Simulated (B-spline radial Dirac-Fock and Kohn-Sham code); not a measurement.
Hf: L3-M23M23 lines in intermediate coupling

System: atomic hafnium, 1s2 2s2 2p6 3s2 3p6 3d10 4s2 4p6 4d10 4f14 5s2 5p6 5d3 6s1 (an excited configuration).

Model: relaxed Dirac-Fock hole states (ΔSCF) with Breit and QED corrections and a finite nucleus. Program: a radial atomic solver. The two-hole levels come from diagonalising the Coulomb interaction among the jj configurations; intensities are independent-particle Coulomb rates. Kinetic energies are from the vacuum level. Correlation and solid-state effects are left out. Open outer shells are spectators and are not coupled to the holes.

```tsv
kinetic energy (eV)	J	leading jj holes (weight)	leading LS term (weight)	intensity (%)
4758.4	0	M2M2 (1.00)	³P0 (0.64)	0.2
5020.1	2	M2M3 (1.00)	¹D2 (0.69)	30.9
5029.6	1	M2M3 (1.00)	³P1 (1.00)	13.5
5265.2	0	M3M3 (1.00)	¹S0 (0.64)	13.0
5283.3	2	M3M3 (1.00)	³P2 (0.69)	42.4
```

The strongest line, by its leading LS label ³P2, lies at 5283.3 eV. The mean weight of the leading component is 1.00 in jj and 0.73 in LS coupling, so jj labels describe these levels better.

Values without a named source are computed, but for edge energies of neutral atoms, which are taken from tables.
